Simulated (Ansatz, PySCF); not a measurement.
This PySCF input computes a BLYP/def2-TZVPD energy:

```python
from pyscf import gto, scf, dft

mol = gto.M(
    atom='''
    B    -0.71003125    0.07546853   -0.03452717
    O     0.63419432    0.01457283    0.08808635
    H    -1.30224394   -0.74213500   -0.67821064
    H    -1.25992586    0.97291974    0.52460695
    H     1.03877147   -0.72471000   -0.37845126
    ''',
    basis='def2-tzvpd',
    charge=0,
    spin=0,
    verbose=4,
)

mf = dft.RKS(mol, xc='blyp').density_fit(auxbasis='def2-universal-jkfit')
mf.grids.level = 3
mf.conv_tol = 1e-9
mf.max_cycle = 100
mf.max_memory = 1500
mf.kernel()
if not mf.converged:
    mf = mf.newton()
    mf.kernel(mf.make_rdm1())
mf.analyze()
```

Q: Write an input for the same energy in Ansatz (a quantum-chemistry and plane-wave program) and say what it gives.

A: 
Ansatz 0.2 input:
```yaml
crystal:
  periodic: [false, false, false]
  atoms:
    - {symbol: B, position_ang: [-0.71003125, 0.07546853, -0.03452717]}
    - {symbol: O, position_ang: [0.63419432, 0.01457283, 0.08808635]}
    - {symbol: H, position_ang: [-1.30224394, -0.74213500, -0.67821064]}
    - {symbol: H, position_ang: [-1.25992586, 0.97291974, 0.52460695]}
    - {symbol: H, position_ang: [1.03877147, -0.72471000, -0.37845126]}
basis:
  gaussian:
    orbitals: def2-TZVPD
hamiltonian:
  xc: {name: BLYP}
output: {forces: true}
```
It gives -101.92194 Eh, and PySCF -101.92199 Eh, a difference of 0.05 mEh, from the treatment of integrals and grids.
